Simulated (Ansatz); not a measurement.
```yaml
atoms:
  - { symbol: C, position_ang: [-0.0366, -0.0069, -1.4778] }
  - { symbol: Br, position_ang: [0.0159, -0.0073, 0.4652] }
  - { symbol: H, position_ang: [0.0436, -1.0312, -1.8350] }
  - { symbol: H, position_ang: [-0.9093, 0.5425, -1.9016] }
  - { symbol: H, position_ang: [0.9495, 0.5190, -1.8662] }
```

Basis set: def2-TZVP (spherical functions). Left uncorrelated: 10 orbitals. Charge 0, multiplicity 1.

Computed with Ansatz (development build ahead of 0.2.0); each method stands on the lowest determinant of its kind that the runs found. Restricted open shells among the atoms or ions are ROHF, correlated in semicanonical orbitals with singles.

The atomization energy at this shape (free ground-state atoms in the same class of orbitals less the molecule, no zero-point energy) of singlet CH₃Br:

```csv
method,atomization energy
RHF,12.41 eV
```

(1) What does RHF-MP2 give?

Results:

(1) 15.97 eV. Caution: the shape is not the minimum.
